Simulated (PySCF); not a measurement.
## A search over the determinants of LiGe

Unrestricted PBE0; Li cc-pVDZ, Ge cc-pVDZ-PP with ECP10; scalar-relativistic core potentials (PySCF 2.14). Outer shells of the fragments: Li 2s1; Ge 3d10 4s2 4p2.

Followed along the bond (rough minima from three points):

```tsv
2Ms+1	unpaired	⟨S²⟩ at the start	R at minimum (Å)	Te (eV)
4	σ ↑, π ↑↑	3.75	2.42	0.00
2	π ↑	0.76	2.62	0.53
2	σ ↑, π ↑↓	1.76	2.44	0.57
2	σ ↓, π ↑↑	1.76	2.48	0.62
2	σ ↑	0.75	2.45	1.33
```

Solutions found at the starting distance of 2.445 Å, counted from the lowest of them; the search is not exhaustive and high or unbound solutions are not listed, so other states can lie among these:

```
2Ms+1     unpaired   term  E (eV)  ⟨S²⟩  ⟨Lz²⟩  μ (D)
    4    σ ↑, π ↑↑    ⁴Σ⁻    0.00  3.75   0.00  -5.64
    2    σ ↑, π ↑↓  mixed    0.57  1.76   2.01  -5.50
    2          π ↑     ²Π    0.58  0.76   1.00  -4.63
    2    σ ↓, π ↑↑  mixed    0.62  1.76   0.00  -5.71
    2          σ ↑  mixed    1.33  0.75   2.00  -4.93
    4    σ ↑↑, π ↑     ⁴Π    2.09  3.75   1.00   4.99
    2          π ↑     ²Π    2.11  0.76   1.02  -4.70
    2    σ ↑↑, π ↓  mixed    2.44  1.76   1.00   5.13
    4    σ ↑, π ↑↑  mixed    3.32  3.75   2.01   2.23
    4    σ ↑↑, π ↑     ⁴Π    7.23  3.83   1.00  -5.00
    4  σ ↑↑↑, π ↑↓  mixed    9.38  4.75   2.01   4.76
```

A term symbol is given only where ⟨S²⟩ and ⟨Lz²⟩ are close to those of a pure state; real π, δ and φ orbitals otherwise mix terms. A positive dipole means Li(−)Ge(+).

Task: Compare the gap between the two lowest followed solutions at the starting distance with the gap between their minima.

Result: At PBE0 the second solution (doublet, unpaired electrons π ↑) lies +0.58 eV from the first (quartet, unpaired electrons σ ↑, π ↑↑) at 2.445 Å and +0.53 eV at the minima; the two curves relax by different amounts, since their minima lie near 2.62 and 2.42 Å.

Spin–orbit coupling is left out. Counting both spins, an empty level lies below a filled one in some of these solutions, because spin and occupation are held.
